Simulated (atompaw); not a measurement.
## Pseudopotential generation for iridium (Ir): PAW (atompaw), PBE, scalar-relativistic.

- Element: iridium (Ir)
- Generator: atompaw 4.2.0.5
- Type: PAW
- Functional: PBE
- Relativity: scalar-relativistic
- Frozen core: [Xe] 4f14
- Valence charge: 9
- Reference configuration: 5d7.5 6s1.5 6p0
- Partial waves: 6s (bound): rc 2.90 bohr; 6s channel at 0.1 Ry: rc 2.90 bohr; 6p (bound, empty): rc 2.90 bohr; 6p channel at 0.95 Ry: rc 2.90 bohr; 5d (bound): rc 1.65 bohr; 5d channel at 2.05 Ry: rc 2.90 bohr; 5f channel at 0.15 Ry: rc 2.75 bohr; 5f channel at 1.7 Ry: rc 2.90 bohr
- Local potential: troulliermartins scheme with l = 4 at 0 Ry, radius 2.60 bohr
- Core correction: smooth core density matched at 2.42 bohr
- Augmentation charge: gaussian compensation charge, radius 2.45 bohr; PAW radius 2.90 bohr; waves and projectors: custom rrkj vanderbiltortho

Poles of the logarithmic derivatives, all-electron (AE) and pseudo (PS). s: poles at 0.9 (AE) and 0.9 (PS) Ry. p: poles at 2.2 (AE) and 2.2, 3.7 (PS) Ry. d: poles at -0.2, 4.6 (AE) and -0.2, 4.0 (PS) Ry. f: poles at 3.1 (AE) and 2.3, 3.4 (PS) Ry. Test radius 2.92 bohr.

* Cutoffs needed: 40 Ry and 70 Ry (the cutoffs (Ry, on a coarse ladder) from which the occupation-weighted sum of valence levels, in a spherical-Bessel basis at the reference potential, stays within 10 and 1 mRy of its value at 400 Ry)
* Ghost test: no extra level below or beside the all-electron valence levels (s, p, d, f tested) (spherical-Bessel basis up to 400 Ry, 20 bohr box)
* Lowest eigenvalue of the overlap operator: 0.30 (s channel)
* Overlap eigenvalues printed by atompaw (projector basis): 0.0627, 0.287, 0.531, 7.09, 106, 232, 289, 8.13e+07
* Warning: the pseudo core plus compensation charge is negative at some radii, so no UPF file was written
* Share of each valence orbital outside the PAW sphere: 6s 45 %, 6p 84 %, 5d 8 %
